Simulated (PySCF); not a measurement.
**BH + 2 F₂ → BF₃ + HF**

Level: PBE0 in the def2-TZVP basis family, all electrons, no relativity, computed in PySCF with density fitting; open shells unrestricted.

| species | state and structure | E (Eh) | ZPE (kJ/mol) | H(298 K) − H(0) (kJ/mol) | S° (J/(mol K)) |
| --- | --- | --- | --- | --- | --- |
| BH | singlet, C∞v, B–H 1.241 Å | -25.24752 | 13.9 | 8.7 | 172.0 |
| F₂ | singlet, D∞h, F–F 1.376 Å | -199.40856 | 6.6 | 8.7 | 201.9 |
| BF₃ | singlet, D3h, B–F 1.311 Å (×3) | -324.38970 | 32.8 | 11.7 | 254.6 |
| HF | singlet, C∞v, H–F 0.920 Å | -100.39188 | 24.9 | 8.7 | 173.6 |

Q: What is the electronic reaction energy?

A: At PBE0/def2-TZVP, ΔE = -1882.3 kJ/mol from the differences of the total energies times 2625.5, downhill. 

Q: Add zero-point, thermal and entropy terms for 298.15 K and 1 bar.

A: ΔZPE = 30.6 and Δ[H(298) − H(0)] = -5.7 kJ/mol give ΔH° = -1857.4 kJ/mol. ΔS° = -147.6 J/(mol K), so ΔG° = -1857.4 − 298.15 × (-0.1476) = -1813 kJ/mol.

The structures come from searches over a few start shapes, so lower isomers are not excluded.
